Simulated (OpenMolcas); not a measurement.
An OpenMolcas run meant for Pm2+ (ANO-RCC-VTZP, DKH3; inactive shells 1s 2s 2p 3s 3p 3d 4s 4p 4d 5s 5p; intended active space 5 electrons in 7 orbitals (4f)). One step of its input:

```
&CASPT2
Multistate=18 1 2 3 4 5 6 7 8 9 10 11 12 13 14 15 16 17 18
Frozen=14 9
IPEA=-0.1
Imaginary=0.1
MaxIter=60
WThr=0.0 0.3 0.05
PrWF=0.5
NoMix
```

The run finished. Its levels beside those of a sound run (SS-CASPT2, IPEA 0.25 Eh, imaginary shift 0.1 Eh (closed shells correlated: 5s 5p)), in cm-1 above each run's lowest level:

```csv
Level,This run,Usual run
4f5 6H* 5/2,0.0,0.0
4f5 6H* 7/2,893,872
4f5 6H* 9/2,1956,1917
4f5 6H* 11/2,3116,3072
4f5 6H* 13/2,4299,4272
4f5 6H* 15/2,5450,5463
4f5 6F* 1/2,5993,6362
4f5 6F* 3/2,6093,6483
4f5 6F* 5/2,6391,6800
4f5 6F* 7/2,7004,7415
4f5 6F* 9/2,8013,8411
4f5 6F* 11/2,9466,9835
4f5 4F* 3/2,13975,15285
4f5 4G* 7/2 [61 %],15301,16808
```

**Question.** Which setting is unsound, and how much does it matter here?

**Answer.** The IPEA shift is negative. Against the sound run the excited levels shown move by 410 cm-1 on average and by 1500 cm-1 at most.

CASPT2 does not keep the components of a term degenerate, so their means are used; among the terms shown or strongly mixed into the levels shown the widest spread is 730 cm-1 (4f5 6H*, this run). Over all roots computed the reference weight is 0.81 to 0.86 in this run; the roots of lowest weight are the least certain, and an intruder state may touch them. High states are left out of the spin-orbit mixing, which shifts the levels that they would mix with. The CASPT2 spread within a term exceeds the gap to the next term for 4f5 4F* and 4f5 4G*, so the order of their levels is uncertain, and so are names and mixing where such terms share a J (holds for this run). Only configurations of the active space appear.

A share in square brackets marks a mixed level and gives the weight of the term that names it, the lowest over the columns. * marks odd parity.
